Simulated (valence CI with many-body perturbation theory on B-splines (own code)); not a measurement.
## E1 line list for Ru39+

Level of theory: configuration interaction combined with many-body perturbation theory (CI+MBPT): three valence electrons over a frozen Dirac-Fock core [He], radial functions for each j: 11 s, 11 p, 9 d, 7 f, 5 g, 2 h, 1 i, with the one-electron correlation potential Σ1 (screened to all orders), the two-electron term Σ2, the three-electron term Σ3, Breit, model QED; selected single and double excitations, second order for the rest (own B-spline code, finite nucleus).

No measured spectrum was set against this ion. As an estimate, large intervals hold to a few tenths of a per cent, small ones and those within an open d or f shell to about a per cent.

Lines 201 to 250 of 273 in falling wavelength, among levels below 3795.8 eV, chosen from the strongest by gf and those to the six lowest levels. Wavelengths and rates use the calculated energies. Electric multipoles are in the length gauge, E1 and E2 with the static RPA response of the core. Weak lines are less certain than strong ones. Lines between different terms over intervals too small for the method are left out, as are lines whose strength nearly cancels. The highest levels of a list are the least certain.

Levels are named by their leading jj configuration (3d3/2^4 stands for four electrons in 3d with j = 3/2), which in mixed levels can hold well under half, so a name can repeat and another be missing. Letters in brackets count levels of one name in rising energy.

```tsv
λ vac (Å)	Upper	Lower	A (s⁻¹)	S (a.u.) with core polarisation	S without
3.643	(2s 2p1/2 3p1/2) J=1/2 [a]	(2s^2 2p1/2) J=1/2	1.84e+13	8.79e-04	8.79e-04
3.642	(2s 2p3/2 3d5/2) J=7/2 [a]	(2s 2p1/2 2p3/2) J=5/2	1.78e+13	3.39e-03	3.40e-03
3.642	(2s 2p3/2 3d3/2) J=3/2 [a]	(2s 2p1/2 2p3/2) J=3/2 [a]	1.42e+14	1.35e-02	1.35e-02
3.640	(2s 2p3/2 3d3/2) J=1/2 [a]	(2s 2p1/2 2p3/2) J=3/2 [a]	1.89e+14	8.99e-03	9.00e-03
3.637	(2s 2p3/2 3d5/2) J=5/2 [b]	(2s 2p1/2 2p3/2) J=3/2 [b]	4.83e+12	6.88e-04	6.89e-04
3.635	(2s 2p3/2 3d5/2) J=3/2 [b]	(2s 2p1/2 2p3/2) J=3/2 [b]	1.22e+12	1.16e-04	1.16e-04
3.632	(2s 2p3/2 3p1/2) J=3/2 [a]	(2s^2 2p3/2) J=3/2	1.83e+13	1.73e-03	1.73e-03
3.629	(2s 2p3/2 3p1/2) J=5/2	(2s^2 2p3/2) J=3/2	3.99e+13	5.64e-03	5.64e-03
3.626	(2s 2p1/2 3p1/2) J=3/2	(2s^2 2p1/2) J=1/2	6.50e+12	6.12e-04	6.10e-04
3.621	(2p1/2 2p3/2 3p1/2) J=3/2 [b]	(2s 2p1/2 2p3/2) J=3/2 [b]	1.55e+13	1.46e-03	1.46e-03
3.614	(2s 2p3/2 3d3/2) J=5/2 [b]	(2s 2p1/2 2p3/2) J=5/2	4.52e+12	6.32e-04	6.31e-04
3.612	(2p1/2 2p3/2 3p1/2) J=3/2 [a]	(2s 2p1/2 2p3/2) J=5/2	2.89e+12	2.69e-04	2.68e-04
3.612	(2p1/2 2p3/2 3p3/2) J=1/2 [a]	(2s 2p1/2 2p3/2) J=1/2	3.16e+13	1.47e-03	1.47e-03
3.611	(2p1/2 2p3/2 3p3/2) J=5/2 [a]	(2s 2p1/2 2p3/2) J=3/2 [b]	2.06e+12	2.87e-04	2.87e-04
3.608	(2s 2p3/2 3d5/2) J=1/2	(2s 2p1/2 2p3/2) J=3/2 [a]	8.63e+11	4.00e-05	4.00e-05
3.607	(2p1/2 2p3/2 3p3/2) J=1/2 [a]	(2s 2p1/2 2p3/2) J=3/2 [b]	6.55e+12	3.03e-04	3.03e-04
3.607	(2s 2p3/2 3d3/2) J=3/2 [b]	(2s 2p1/2 2p3/2) J=5/2	2.02e+12	1.87e-04	1.87e-04
3.607	(2p1/2 2p3/2 3p3/2) J=3/2 [a]	(2s 2p1/2 2p3/2) J=1/2	2.21e+13	2.05e-03	2.05e-03
3.606	(2s 2p1/2 3p1/2) J=1/2 [b]	(2s^2 2p1/2) J=1/2	2.27e+13	1.05e-03	1.05e-03
3.605	(2s 2p3/2 3d5/2) J=7/2 [b]	(2s 2p1/2 2p3/2) J=5/2	4.29e+12	7.94e-04	7.94e-04
3.603	(2p1/2^2 3p1/2) J=1/2	(2s 2p1/2^2) J=1/2	2.08e+13	9.62e-04	9.59e-04
3.602	(2p1/2 2p3/2 3p3/2) J=3/2 [a]	(2s 2p1/2 2p3/2) J=3/2 [b]	1.65e+13	1.53e-03	1.53e-03
3.598	(2p1/2 2p3/2 3p1/2) J=5/2	(2s 2p1/2 2p3/2) J=5/2	1.59e+13	2.19e-03	2.18e-03
3.595	(2s 2p3/2 3d5/2) J=5/2 [b]	(2s 2p1/2 2p3/2) J=5/2	1.78e+12	2.45e-04	2.44e-04
3.593	(2p1/2 2p3/2 3p3/2) J=3/2 [b]	(2s 2p1/2 2p3/2) J=1/2	1.43e+13	1.31e-03	1.31e-03
3.593	(2s 2p3/2 3p3/2) J=3/2	(2s^2 2p3/2) J=3/2	5.19e+13	4.75e-03	4.75e-03
3.593	(2s 2p3/2 3s) J=1/2	(2s 2p1/2^2) J=1/2	1.84e+12	8.41e-05	8.39e-05
3.590	(2s 2p1/2 3p3/2) J=3/2 [a]	(2s^2 2p1/2) J=1/2	2.37e+13	2.17e-03	2.16e-03
3.589	(2p1/2 2p3/2 3p3/2) J=3/2 [b]	(2s 2p1/2 2p3/2) J=3/2 [b]	1.98e+13	1.81e-03	1.80e-03
3.589	(2p1/2 2p3/2 3p1/2) J=1/2	(2s 2p1/2 2p3/2) J=3/2 [a]	2.28e+13	1.04e-03	1.04e-03
3.588	(2s 2p3/2 3d3/2) J=5/2 [b]	(2s 2p1/2 2p3/2) J=3/2 [a]	1.88e+12	2.58e-04	2.57e-04
3.586	(2p1/2 2p3/2 3p1/2) J=3/2 [a]	(2s 2p1/2 2p3/2) J=3/2 [a]	9.49e+12	8.64e-04	8.63e-04
3.582	(2p1/2 2p3/2 3p3/2) J=5/2 [b]	(2s 2p1/2 2p3/2) J=3/2 [b]	2.61e+13	3.56e-03	3.55e-03
3.581	(2s 2p3/2 3p3/2) J=5/2 [a]	(2s^2 2p3/2) J=3/2	5.02e+13	6.83e-03	6.82e-03
3.581	(2s 2p3/2 3d3/2) J=3/2 [b]	(2s 2p1/2 2p3/2) J=3/2 [a]	7.51e+12	6.81e-04	6.80e-04
3.580	(2s 2p3/2 3p3/2) J=1/2 [a]	(2s^2 2p3/2) J=3/2	3.27e+13	1.48e-03	1.48e-03
3.579	(2p1/2 2p3/2 3p1/2) J=3/2 [b]	(2s 2p1/2 2p3/2) J=5/2	3.53e+13	3.20e-03	3.20e-03
3.577	(2s 2p1/2 3p3/2) J=1/2	(2s^2 2p1/2) J=1/2	7.04e+13	3.18e-03	3.18e-03
3.576	(2s 2p3/2 3p1/2) J=1/2	(2s^2 2p3/2) J=3/2	7.79e+13	3.52e-03	3.51e-03
3.575	(2s 2p3/2 3p1/2) J=3/2 [b]	(2s^2 2p3/2) J=3/2	1.78e+13	1.61e-03	1.61e-03
3.572	(2p1/2 2p3/2 3p1/2) J=5/2	(2s 2p1/2 2p3/2) J=3/2 [a]	4.43e+11	5.98e-05	5.95e-05
3.571	(2s 2p1/2 3p3/2) J=3/2 [b]	(2s^2 2p1/2) J=1/2	5.44e+13	4.89e-03	4.89e-03
3.570	(2p1/2 2p3/2 3p3/2) J=1/2 [b]	(2s 2p1/2 2p3/2) J=3/2 [b]	3.77e+13	1.69e-03	1.69e-03
3.569	(2p1/2 2p3/2 3p3/2) J=5/2 [a]	(2s 2p1/2 2p3/2) J=5/2	1.99e+12	2.67e-04	2.67e-04
3.561	(2p1/2 2p3/2 3p3/2) J=3/2 [a]	(2s 2p1/2 2p3/2) J=5/2	6.60e+12	5.88e-04	5.88e-04
3.555	(2p1/2 2p3/2 3p3/2) J=7/2	(2s 2p1/2 2p3/2) J=5/2	4.30e+13	7.63e-03	7.62e-03
3.554	(2p1/2 2p3/2 3p1/2) J=3/2 [b]	(2s 2p1/2 2p3/2) J=3/2 [a]	4.94e+12	4.37e-04	4.37e-04
3.552	(2p1/2^2 3p3/2) J=3/2	(2s 2p1/2^2) J=1/2	4.39e+13	3.89e-03	3.88e-03
3.548	(2p1/2 2p3/2 3p3/2) J=3/2 [b]	(2s 2p1/2 2p3/2) J=5/2	7.49e+12	6.60e-04	6.60e-04
3.543	(2p1/2 2p3/2 3p3/2) J=5/2 [a]	(2s 2p1/2 2p3/2) J=3/2 [a]	4.20e+13	5.53e-03	5.52e-03
```
